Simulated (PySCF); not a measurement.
PySCF input for Mg(F)(iPr) (C3H7FMg), SMILES [Mg]([CH](C)C)[F], IEF-PCM-PBE0/def2-SVP. Geometry optimised at PBE-D3(BJ)/def2-SVP. The structure was generated by enumeration; whether it is a known compound was not checked. One conformer was computed; it need not be the lowest.

```python
import numpy as np
from pyscf import gto, scf, dft
from pyscf.solvent import pcm

mol = gto.M(
    atom='''
    Mg   -1.08124639    0.10492883   -0.00000000
    F    -2.84789646   -0.13951220    0.00000000
    C     1.02131664    0.39872606   -0.00000000
    C     1.67672016   -0.16475883    1.26995388
    C     1.67672015   -0.16475883   -1.26995388
    H     1.16086370    1.50475916   -0.00000001
    H     2.77836853    0.01794590    1.27659938
    H     1.54737046   -1.26586327    1.35749016
    H     1.27257071    0.28614455    2.20102793
    H     1.27257071    0.28614455   -2.20102793
    H     2.77836853    0.01794590   -1.27659938
    H     1.54737046   -1.26586328   -1.35749016
    ''',
    basis='def2-SVP',
    charge=0,
    spin=0,
    max_memory=1600,
    verbose=3,
)
mf = dft.RKS(mol, xc='pbe0').density_fit(auxbasis='def2-universal-jkfit')
mf.grids.level = 3
mf.conv_tol = 1e-9
mf.max_cycle = 100
mf.kernel()
res = {}
for name, eps in {'water': 78.355, 'diethylether': 4.24, '2-propanol': 19.264}.items():
    s = mf.PCM()
    s.with_solvent.method, s.with_solvent.eps, s.with_solvent.lebedev_order = 'IEF-PCM', eps, 29
    s.kernel(mf.make_rdm1())
    res[name] = (s.e_tot, eps, s.dip_moment(), s.mo_energy, s.converged)
    print(f'{name}: electrostatic solvation free energy {(s.e_tot - mf.e_tot) * 627.509474:.3f} kcal/mol')
```

Log of the run:

```
converged SCF energy = -417.922319748701

WARN: PCM is an experimental feature. It is still in testing.
Features and APIs may be changed in the future.

converged SCF energy = -417.943375842586
Dipole moment(X, Y, Z, Debye):  1.58197,  0.37914, -0.00000
water: electrostatic solvation free energy -13.213 kcal/mol

WARN: PCM is an experimental feature. It is still in testing.
Features and APIs may be changed in the future.

converged SCF energy = -417.936722317167
Dipole moment(X, Y, Z, Debye):  1.83424,  0.40185, -0.00000
diethylether: electrostatic solvation free energy -9.038 kcal/mol

WARN: PCM is an experimental feature. It is still in testing.
Features and APIs may be changed in the future.

converged SCF energy = -417.942074961122
Dipole moment(X, Y, Z, Debye):  1.63807,  0.38573, -0.00000
2-propanol: electrostatic solvation free energy -12.397 kcal/mol
```

The run converged.

Cost: roughly 3 core-minutes.
